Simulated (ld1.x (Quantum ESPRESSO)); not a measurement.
# Reading a pseudo-wave (Al (Z = 13))

Columns: radius, all-electron u(r) and pseudo u(r) of the 3s shell (level -19.17 eV) of aluminium in the configuration [Ne] 3s1.5 3p0; PBE, non-relativistic, ultrasoft scheme, ld1.x (Quantum ESPRESSO) 7.5.

| r (bohr) | all-electron | pseudo |
| --- | --- | --- |
| 0.115 | 0.1076 | 0.0503 |
| 0.230 | -0.1535 | 0.1009 |
| 0.345 | -0.3099 | 0.1523 |
| 0.460 | -0.3284 | 0.2046 |
| 0.575 | -0.2540 | 0.2577 |
| 0.690 | -0.1309 | 0.3117 |
| 0.805 | 0.0106 | 0.3659 |
| 0.920 | 0.1516 | 0.4199 |
| 1.035 | 0.2818 | 0.4727 |
| 1.150 | 0.3958 | 0.5234 |
| 1.265 | 0.4915 | 0.5709 |
| 1.380 | 0.5686 | 0.6139 |
| 1.495 | 0.6282 | 0.6513 |
| 1.610 | 0.6720 | 0.6819 |
| 1.725 | 0.7017 | 0.7049 |
| 1.840 | 0.7189 | 0.7194 |
| 1.955 | 0.7250 | 0.7250 |
| 2.070 | 0.7215 | 0.7215 |
| 2.185 | 0.7101 | 0.7101 |
| 2.300 | 0.6920 | 0.6920 |
| 2.415 | 0.6687 | 0.6687 |
| 2.530 | 0.6415 | 0.6415 |
| 2.645 | 0.6114 | 0.6114 |
| 2.760 | 0.5795 | 0.5795 |
| 2.875 | 0.5465 | 0.5465 |
| 2.990 | 0.5131 | 0.5131 |

(1) How many radial nodes do the two functions have?

(2) At about which radius was the pseudo-wave matched?

(3) Is the pseudo-wave norm-conserving?

Results:

(1) The all-electron 3s function has n − l − 1 = 2; the pseudo-wave has 0, since the states of the same l below it are removed with the core.

(2) 2.00 bohr, where the columns begin to agree (steps of 0.12 bohr).

(3) No, it belongs to an ultrasoft set: the norm inside the radius is not constrained, and the difference is carried by the augmentation charge.
